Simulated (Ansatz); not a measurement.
Reaction: C2H4B (SMILES [C](B)=C, doublet) → C2H4B (SMILES C=C[BH], doublet)
Each species at its own B3LYP-D3(BJ)/def2-TZVP minimum (Ansatz, a first-principles code).

Total energies in hartree (Ansatz). UHF or UKS for unpaired electrons; spin-orbit terms are left out. Correlated methods leave the cores frozen. No relativity. The UHF reference of C2H4B (B[C]=C, doublet) is spin-contaminated (<S^2> up to 0.11 over the pure value in the sets run). The UHF reference of C2H4B ([BH]C=C, doublet) is spin-contaminated (<S^2> up to 0.17 over the pure value in the sets run).

| species | HF/cc-pVTZ | CCSD(T)/cc-pVTZ | HF/cc-pVQZ | CCSD(T)/cc-pVQZ | CCSD(T)/cc-pVDZ | CCSDT(Q)/cc-pVDZ |
|---|---|---|---|---|---|---|
| 1: C2H4B (SMILES [C](=C)B, doublet) | -102.69927 | -103.14503 | -102.70587 | -103.17328 | -103.04355 | -103.04580 |
| 2: C2H4B (SMILES C(=C)[BH], doublet) | -102.68526 | -103.13098 | -102.69189 | -103.15992 | -103.02874 | -103.03103 |

Task: Work out the isomerisation energy (electronic) in kcal/mol: take Hartree-Fock from cc-pVQZ, extrapolate the CCSD(T) correlation energy as X^-3 (X = 3, 4), and add CCSDT(Q) - CCSD(T) in cc-pVDZ. 1 hartree = 627.51 kcal/mol.

Result: 
Species 1: correlation (64·(-0.46741) - 27·(-0.44576))/37 = -0.48321; step -0.00225; E1 = -102.70587 + (-0.48321) + (-0.00225) = -103.19133
Species 2: correlation (64·(-0.46803) - 27·(-0.44572))/37 = -0.48431; step -0.00229; E2 = -102.69189 + (-0.48431) + (-0.00229) = -103.17849
-1·E1 +1·E2 = 0.01284 hartree = 8.1 kcal/mol.
